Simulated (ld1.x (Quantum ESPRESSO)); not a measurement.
## europium (Eu) PAW: all-electron and pseudo phase curves

```
Element                 : Eu
Generator               : ld1.x (Quantum ESPRESSO) 7.5
Type                    : PAW
Functional              : PBE
Relativity              : scalar-relativistic
Frozen core             : [Kr] 4d10 4f6
Valence charge          : 11
Reference configuration : 5s2 5p6 5d1 6s1.75 6p0.25
Partial waves           : 5s (bound): rcut 2.30, rcutus 2.80 bohr; 6s (bound): rcut 2.30, rcutus 2.80 bohr; 5p (bound): rcut 2.10, rcutus 2.35 bohr; 6p (bound): rcut 2.10, rcutus 2.35 bohr; 5d (bound): rcut 2.05, rcutus 2.75 bohr; 5d channel at 1.35 Ry: rcut 2.05, rcutus 2.75 bohr
Local potential         : all-electron potential smoothed inside 2.50 bohr (lloc = -2)
Core correction         : a·sin(br)/r model core inside 1.50 bohr
Augmentation charge     : BESSEL, radius 1.50 bohr
```

The phase is arctan(r·u′/u) with u = r·R(r), unwrapped; energies in Ry, scanned from -6 to 5 Ry. A pole is an energy at which the radial function vanishes at the test radius. The pseudo phase is shifted by a multiple of π to meet the all-electron one at the reference energy, and phase errors are pseudo minus all-electron; the curves can meet again beyond the range given. Levels narrower than the energy grid can be missing from the lists of poles.

Q: For each channel, where are the poles, and over which energies does the pseudopotential scatter like the atom?

A:

```json
{"channel": "s", "radius (bohr)": "3.04", "reference energy (Ry)": "-0.31", "poles, all-electron": "-3.53, 2.13", "poles, pseudo": "-3.53, 2.12", "unbroken range about the reference energy with phases within 0.05 rad": "below 4.4", "phase error 1 Ry above the reference energy (rad)": "-0.000"}
{"channel": "p", "radius (bohr)": "3.04", "reference energy (Ry)": "-0.11", "poles, all-electron": "-1.86, 3.36", "poles, pseudo": "-1.86, 3.26", "unbroken range about the reference energy with phases within 0.05 rad": "below 4.9", "phase error 1 Ry above the reference energy (rad)": "-0.005"}
{"channel": "d", "radius (bohr)": "3.04", "reference energy (Ry)": "-0.21", "poles, all-electron": "0.43", "poles, pseudo": "0.43", "unbroken range about the reference energy with phases within 0.05 rad": "the whole range", "phase error 1 Ry above the reference energy (rad)": "-0.000"}
```

Phases in the d channel:

```csv
E (Ry),all-electron,pseudo
-6.00,1.434,1.434
-5.48,1.428,1.427
-4.96,1.420,1.420
-4.44,1.411,1.410
-3.92,1.399,1.399
-3.40,1.385,1.385
-2.88,1.367,1.367
-2.36,1.342,1.341
-1.84,1.303,1.302
-1.32,1.231,1.231
-0.80,1.037,1.036
-0.28,-0.420,-0.420
0.24,-1.483,-1.483
0.76,-1.667,-1.667
1.28,-1.788,-1.788
1.80,-1.957,-1.957
2.32,-2.428,-2.436
2.84,-3.798,-3.826
3.36,-4.365,-4.380
3.88,-4.535,-4.547
4.40,-4.617,-4.629
4.92,-4.668,-4.682
```
